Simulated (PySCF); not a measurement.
This PySCF input asks for the NMR shieldings of `C=C[Si@@](O)(C=O)[SiH2]B(C)C`, C$_{5}$H$_{13}$BO$_{2}$Si$_{2}$; the geometry comes from GFN2-xTB.

```python
import basis_set_exchange as bse
import numpy as np
from pyscf import gto, dft
from pyscf.prop import nmr

atoms = """
C    -3.419007    1.197760    0.472957
C    -2.235726    0.846475   -0.008921
Si   -1.289900   -0.724226    0.453168
O    -2.231184   -1.776032    1.281956
C    -1.064996   -1.680164   -1.186971
O    -0.240286   -1.366947   -2.014624
Si    0.809747   -0.268254    1.357577
B     2.004770    0.285996   -0.092644
C     1.907083    1.748994   -0.673154
C     2.918652   -0.761118   -0.826800
H    -3.916325    2.113654    0.191616
H    -3.953782    0.572627    1.170482
H    -1.749166    1.516192   -0.707454
H    -2.563257   -1.578461    2.152981
H    -1.688276   -2.581393   -1.360875
H     0.585316    0.739825    2.422358
H     1.222997   -1.449441    2.148872
H     2.834423    2.118028   -1.108298
H     1.184489    1.719994   -1.491804
H     1.545451    2.494863    0.032811
H     3.751682   -0.335426   -1.383405
H     2.275915   -1.252951   -1.562540
H     3.306629   -1.553009   -0.188107
"""
names = dict.fromkeys(["C", "Si", "O", "B", "H"], "pcSseg-1")
basis = {el: gto.basis.parse(bse.get_basis(n, elements=[el], fmt="nwchem")) for el, n in names.items()}
mol = gto.M(atom=atoms, basis=basis, charge=0, verbose=0)
mf = dft.RKS(mol, xc="PBE0")
mf.grids.level = 2
mf.grids.alignment = dft.numint.BLKSIZE   # the property module wants whole blocks of grid points
mf.conv_tol = 1e-9
mf.kernel()

calc = nmr.RKS(mf)   # GIAO
C = mf.mo_coeff
Co = C[:, mf.mo_occ > 0]
resp = mf.gen_response(singlet=True, hermi=2)
def vind(x):   # induced exchange potential for any number of trial vectors
    d = np.einsum("pi,xij,qj->xpq", C, 2 * x.reshape(-1, C.shape[1], Co.shape[1]), Co, optimize=True)
    return np.einsum("xpq,pi,qj->xij", resp(d - d.transpose(0, 2, 1)), C, Co, optimize=True).ravel()
mo1, _ = nmr.rhf.solve_mo1(calc, with_cphf=vind)
sigma = calc.kernel(mo1)
for i, s in enumerate(sigma):   # ppm
    w = np.linalg.eigvalsh((s + s.T) / 2)
    print("%2d %-2s iso %8.1f  s11 %8.1f  s22 %8.1f  s33 %8.1f" % (i, mol.atom_pure_symbol(i), w.mean(), *w))
```

Problem. What does it print?

Solution. 
```
 0 C  iso     47.0  s11    -79.4  s22     47.2  s33    173.3
 1 C  iso     42.3  s11    -72.2  s22     35.2  s33    163.8
 2 Si iso    363.6  s11    285.5  s22    368.2  s33    437.3
 3 O  iso    312.6  s11    272.5  s22    318.5  s33    346.8
 4 C  iso    -71.2  s11   -203.0  s22    -92.6  s33     81.9
 5 O  iso   -579.3  s11  -1612.9  s22   -528.6  s33    403.7
 6 Si iso    465.3  s11    418.0  s22    475.3  s33    502.6
 7 B  iso     -5.4  s11    -82.4  s22    -64.5  s33    130.7
 8 C  iso    164.0  s11    138.0  s22    172.3  s33    181.7
 9 C  iso    161.3  s11    131.4  s22    172.1  s33    180.5
10 H  iso     25.2  s11     22.1  s22     24.6  s33     29.0
11 H  iso     25.7  s11     21.9  s22     24.8  s33     30.3
12 H  iso     25.6  s11     23.0  s22     24.8  s33     28.9
13 H  iso     29.9  s11     22.5  s22     25.0  s33     42.3
14 H  iso     19.4  s11     13.4  s22     20.5  s33     24.3
15 H  iso     28.3  s11     25.8  s22     26.5  s33     32.6
16 H  iso     28.4  s11     25.1  s22     26.5  s33     33.5
17 H  iso     30.1  s11     26.1  s22     29.2  s33     35.1
18 H  iso     30.7  s11     27.2  s22     29.7  s33     35.1
19 H  iso     29.9  s11     25.9  s22     30.4  s33     33.5
20 H  iso     30.1  s11     26.4  s22     29.2  s33     34.6
21 H  iso     30.3  s11     27.0  s22     28.5  s33     35.4
22 H  iso     29.9  s11     25.7  s22     30.0  s33     34.0
```

These numbers come from an equivalent density-fitted implementation of the same equations, which agrees with the script to about 0.01 ppm for H and up to a few tenths of a ppm for heavy atoms, so last digits may differ.

Size and cost of the density-fitted run: 249 basis functions, 2.4 min wall time on 1 thread of an Arm Neoverse N1, shared host; peak memory 1.2 GiB.
